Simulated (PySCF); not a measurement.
Order these species by their calculated properties.

Species are written as SMILES; each is one conformer at its optimised geometry, gas phase, non-relativistic unless stated; the electronic structure was computed with PySCF and density fitting.

The conformers computed, where there is a choice (atom-mapped SMILES and torsion angles):
- `[CH3:1][CH:2]([CH3:3])[SiH2:4][SiH2:5][O:6][SiH3:7]`: C1–C2–Si4–Si5 55°, C2–Si4–Si5–O6 170°, Si4–Si5–O6–Si7 168°
- `[CH3:1][CH:2]([CH3:3])[SiH2:4][OH:5]`: C1–C2–Si4–O5 56°, H–O5–Si4–C2 51°
- `[CH3:1][CH:2]([CH3:3])[SiH2:4][PH3+:5]`: C1–C2–Si4–P5 -62°
- `[CH3:1][O:2][CH2:3][Si:4]([CH3:5])([SiH3:6])[SiH3:7]`: C1–O2–C3–Si4 -179°, O2–C3–Si4–C5 180°
- `[CH3:1][Si@@H:2]([SiH3:3])[CH2:4][O:5][CH2:6][O:7][SiH3:8]`: C1–Si2–C4–O5 -152°, Si2–C4–O5–C6 -179°, C4–O5–C6–O7 67°, O5–C6–O7–Si8 169°

The conformers of `C1C[C@@H]([SiH]2OCCO2)N1` and `CC[SiH2]O[Si@@H]1C=C[SiH2]N1` aren't listed.

Question: Rank by smallest rotational constant, lowest first (GFN2-xTB).
A. `CC(C)[SiH2][SiH2]O[SiH3]`
B. `C/C=C(\C)Cl`
C. `CC(C)[SiH2][PH3+]`
D. `CC(C)[SiH2]O`

Answer: A (0.469 GHz), C (1.655 GHz), B (1.874 GHz), D (1.975 GHz).

Question: Rank by HOMO energy, lowest first (PBE0/pcSseg-1 at GFN2-xTB geometries).
A. `C[Si@@H]([SiH3])COCO[SiH3]`
B. `C1C[C@@H]([SiH]2OCCO2)N1`
C. `CC[SiH2]O[Si@@H]1C=C[SiH2]N1`
D. `COC[Si](C)([SiH3])[SiH3]`

Answer: A (-8.01 eV), D (-7.58 eV), C (-7.43 eV), B (-6.20 eV).

By how much do the two ends of that ranking differ?

By 1.81 eV, between `C1C[C@@H]([SiH]2OCCO2)N1` and `C[Si@@H]([SiH3])COCO[SiH3]`.

Question: Rank by HOMO–LUMO gap, lowest first (PBE0/pcSseg-1 at GFN2-xTB geometries).
A. `C([Si]([SiH3])(C)[SiH3])OC`
B. `CC(C)[SiH2][SiH2]O[SiH3]`
C. `C[Si@@H]([SiH3])COCO[SiH3]`
D. `CC[SiH2]O[Si@@H]1C=C[SiH2]N1`

Answer: D (6.68 eV), B (7.09 eV), A (7.21 eV), C (8.23 eV).

By how much do the two ends of that ranking differ?

By 1.55 eV, between `C[Si@@H]([SiH3])COCO[SiH3]` and `CC[SiH2]O[Si@@H]1C=C[SiH2]N1`.
